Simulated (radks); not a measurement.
These are the eigenvalues of the occupied orbitals of an atom or ion with whole-number occupations (eV). All-electron calculation, scalar-relativistic Kohn-Sham, PBE, spin-unpolarised, spherical densities, point nucleus. Program: a radial shooting solver on a logarithmic mesh with Libxc functionals.

| orbital | eigenvalue |
|---|---|
| 1s | -26542.09 |
| 2s | -3954.144 |
| 2p | -3549.610 |
| 3s | -750.1146 |
| 3p | -617.4148 |
| 3d | -409.7648 |
| 4s | -122.1756 |
| 4p | -83.2502 |
| 4d | -27.8027 |
| 7p | -2.5504 |

Which element is it, and in what charge state? The configuration may be excited.

Answer. Z = 48, cadmium, charge +1: Cd+ in [Kr] 4d10 7p1. The list shows which subshells hold electrons but not how many an open one holds; the 1s level, -975.4 hartree, gives Z - s = 44.2 by -(Z - s)^2/2, which with screening and relativity narrows Z to a few neighbours, and the depths of the outer levels then fix element, charge and occupations together.
